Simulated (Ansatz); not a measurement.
**A van 't Hoff estimate for CBr2F2 + C3H6 ⇌ CHBrF2 + C3H5Br**

Gas-phase species: CBr2F2 (dibromodifluoromethane) `FC(F)(Br)Br`, singlet; C3H6 (propene) `C=CC`, singlet; CHBrF2 (bromodifluoromethane) `FC(F)Br`, singlet; C3H5Br (allyl bromide) `C=CCBr`, singlet. The partners trade Br for H; both sit on C, so the bond types are kept.

The electronic reaction energy at CCSD(T)/def2-TZVPP is -29.4 kJ/mol. Shapes: PBE0-D4/def2-TZVP. Flexible molecules stand in one conformer, not always the lowest. Programs: Ansatz 0.2.0. Enthalpy and entropy come from rigid-rotor, harmonic-oscillator sums on unscaled PBE0-D4/def2-TZVP wavenumbers, ideal gases at 1 bar; R ln 2 is added for the mirror twin of the chiral shape of C3H5Br. Symmetry numbers: CBr2F2 2, C3H6 1, CHBrF2 1, C3H5Br 1. R = 8.3145 J/(mol K).

```
T (K)  ΔH (kJ/mol)  ΔS (J/(mol K))
  300        -24.4           +17.5
  500        -25.6           +14.5
  700            ?               ?
```

Q: Work out ln K at 300 and 500 K, and from these estimate it at 700 K.

A: 
1. 300 K: ΔG = -24.4 − 300 × (+17.5)/1000 = -29.6 kJ/mol; ln K = −ΔG/RT = +11.87.
2. 500 K: ΔG = -25.6 − 500 × (+14.5)/1000 = -32.9 kJ/mol; ln K = −ΔG/RT = +7.91.
3. Slope against 1000/T: (+7.91 − (+11.87))/(2.0000 − 3.3333) = +2.97, that is −ΔH/R with ΔH near -25 kJ/mol.
4. 700 K: ln K = +11.87 + (+2.97) × (1.4286 − 3.3333) = +6.21.

The full sums give ΔH = -26.2 kJ/mol, ΔS = +13.3 J/(mol K), ΔG = -35.5 kJ/mol and ln K = +6.10 at 700 K, so the line is off by +0.11 in ln K; without rounding the miss is +0.07, from the change of ΔH with temperature. The products are favoured over this whole range. An error of 10 kJ/mol in the energy moves ln K by 1.7 at 700 K. Soft modes are treated as harmonic, which can err either way at these temperatures; the lowest are those of CBr2F2 (164 cm⁻¹), C3H6 (208 cm⁻¹), C3H5Br (107 cm⁻¹). Other conformers aren't counted. Other reactions of these species are left aside. Relativity is left out for Br. Outer-core shells of Br are correlated, in sets that cover them unevenly.
